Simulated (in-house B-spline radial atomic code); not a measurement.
Lu²⁺. Computed with a B-spline radial atomic code. Model: non-relativistic spherical atom: semilocal Troullier-Martins pseudo-atom, one channel per l, against all electrons, high spin, G0W0 and RPA with empty states to l = 8, local potential for every l without a channel, a model core (radius 0 = none) keeps its share of the functional.

Without relativity these are model numbers for so heavy an element.

What the tables leave out is listed at the end.

The pseudopotential gives back the lowest level of each angular momentum of its own functional in the configuration it was made in; a second state of the same l is only approximately right. Exact exchange, RPA and GW see the smooth pseudo-orbitals and miss the exchange with the core, for which the functional's share stands in. The column with an uncorrelated core keeps all orbitals and exact exchange, and so separates missing core correlation from pseudisation. Only the three outermost levels and the lowest empty one were computed. RPA here is direct RPA, with no exchange kernel, and its energies carry an (l + 1/2)⁻⁴ tail. A hybrid on a potential with a model core restores only its own semilocal share of the core's exchange.

Command:
```bash
python run_psgw.py task.json out
```
Settings (lengths in bohr, energies in hartree):
```
Z                      71
electrons              69
configuration          [Xe] 4f14 6s1
generated_in           [Xe] 4f14 5d1 6s2
functional             pbe,pbe
core_shells            8
radius_factor          1.15
core_correction        False
ion_configuration      [Xe] 4f14
```

Cost of the run: 37 s on 1 thread of Intel(R) Xeon(R) 6975P-C (Granite Rapids), on a shared host.

Given: made with PBE; model core radius 0 bohr; local radius 0.748 bohr; mean-field start PBE0.

Valence shells of the generating configuration: 4d, 5s, 5p, 4f, 6s, 5d.

Channel: s 1.297, p 1.428, d 0.56, f 1.81 (radii in bohr).

Computed: largest level miss in the spin-unpolarised generating configuration 0.038 eV; valence RPA correlation energy all-electron orbitals -2.7106 hartree; valence RPA correlation energy pseudo -3.1196 hartree; all-electron RPA polarisability, core included 26.066 bohr³; pseudo-atom RPA polarisability 25.469 bohr³; ionisation by mean-field pseudo minus all 0.181 eV; ionisation by RPA pseudo minus all 0.314 eV.

```csv
level,occupied,mean-field all-electron (eV),mean-field pseudo minus all (eV),G0W0 all-electron (eV),G0W0 uncorrelated core minus all (eV),G0W0 pseudo minus all (eV),exchange self-energy all-electron (eV),exchange self-energy pseudo (eV)
6s up,1,-17.402,-0.155,-20.135,-0.016,-0.364,-9.8042,-9.9214
4f down,1,-36.26,1.458,-42.28,0.161,3.914,-80.663,-52.587
4f up,?,?,?,?,?,?,?,?
5d up (empty),0,-16.678,0.028,-13.617,0.005,0.32,-8.8633,-7.7969
```

Question: What belongs in the row 4f up?

Answer: occupied: 1; mean-field all-electron (eV): -36.29; mean-field pseudo minus all (eV): 1.427; G0W0 all-electron (eV): -42.305; G0W0 uncorrelated core minus all (eV): 0.16; G0W0 pseudo minus all (eV): 3.863; exchange self-energy all-electron (eV): -80.639; exchange self-energy pseudo (eV): -52.654.

Question: What is the ionisation by RPA all-electron?

Answer: 20.126 eV.

Question: What is the ionisation by mean-field all-electron?

Answer: 19.621 eV.

Given: mean-field start Hartree-Fock.

Computed: valence RPA correlation energy all-electron orbitals -2.4397 hartree; valence RPA correlation energy pseudo -2.856 hartree; all-electron RPA polarisability, core included 20.479 bohr³; ionisation by mean-field pseudo minus all 0.309 eV; ionisation by RPA all-electron 19.692 eV; ionisation by RPA pseudo minus all 0.336 eV.

```tsv
level	occupied	mean-field all-electron (eV)	mean-field pseudo minus all (eV)	G0W0 all-electron (eV)	G0W0 uncorrelated core minus all (eV)	G0W0 pseudo minus all (eV)	exchange self-energy all-electron (eV)	exchange self-energy pseudo (eV)
6s up	1	-18.748	-0.304	-19.834	-0.013	-0.303	-9.231	-9.3744
4f down	1	-46.53	6.707	-42.845	0.176	4.142	-81.66	-52.792
4f up	1	-46.555	6.649	-42.871	0.176	4.098	-81.668	-52.872
```

Question: What is the ionisation by mean-field all-electron?

Answer: 18.714 eV.

Question: What is the pseudo-atom RPA polarisability?

Answer: 19.739 bohr³.

Among the listed levels the largest G0W0 shift of the pseudo-atom is +4.14 eV, for 4f down on the Hartree-Fock start, while leaving the core uncorrelated moves that level by +0.18 eV. So pseudisation and the lost core exchange, not the missing core correlation, make the error. Not in the tables (levels of low weight, unsolved or above zero; the highest and the empty levels are kept at any weight): the PBE start was refused, since an empty level lay at or below an occupied one.
